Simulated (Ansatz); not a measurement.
Job for Ansatz (a quantum-chemistry and plane-wave program): R-B3LYP-D3(BJ)/def2-TZVP on C3H9In (SMILES [CH3][In]([CH3])[CH3]). Elements past Kr take the def2 small-core potentials; no spin–orbit coupling.

Ansatz 0.2 input:
```yaml
crystal:
  periodic: [false, false, false]
  atoms:
    - {symbol: In, position_ang: [-0.00170999, -0.00241016, 0.00386364]}
    - {symbol: C, position_ang: [2.24179630, 0.00044645, 0.00309240]}
    - {symbol: C, position_ang: [-1.12105507, 1.94156439, -0.00351167]}
    - {symbol: C, position_ang: [-1.12355719, -1.94548307, 0.00426830]}
    - {symbol: H, position_ang: [2.62376530, -0.96068845, 0.34478564]}
    - {symbol: H, position_ang: [2.61110708, 0.18507192, -1.00555504]}
    - {symbol: H, position_ang: [2.61642582, 0.78702655, 0.65724104]}
    - {symbol: H, position_ang: [-0.68807884, 2.62250251, -0.73541086]}
    - {symbol: H, position_ang: [-2.16978785, 1.77604045, -0.24651575]}
    - {symbol: H, position_ang: [-1.05719860, 2.40643681, 0.98034085]}
    - {symbol: H, position_ang: [-1.25394189, -2.29543874, -1.01966085]}
    - {symbol: H, position_ang: [-0.57137128, -2.70106222, 0.56171673]}
    - {symbol: H, position_ang: [-2.10629379, -1.81410644, 0.45534555]}
basis:
  gaussian:
    orbitals: def2-TZVP
hamiltonian:
  xc: b3lyp
  dispersion: d3bj
relax: {f_tol: 0.004, max_steps: 120}
scf: {lower_state_search: off}
```

Task: What total energy does the run end on?

Result: -309.9916 hartree.

Task: How many basis functions does it have, and what does it roughly cost on one machine?

Result: 197 functions; very roughly 120 core-seconds.
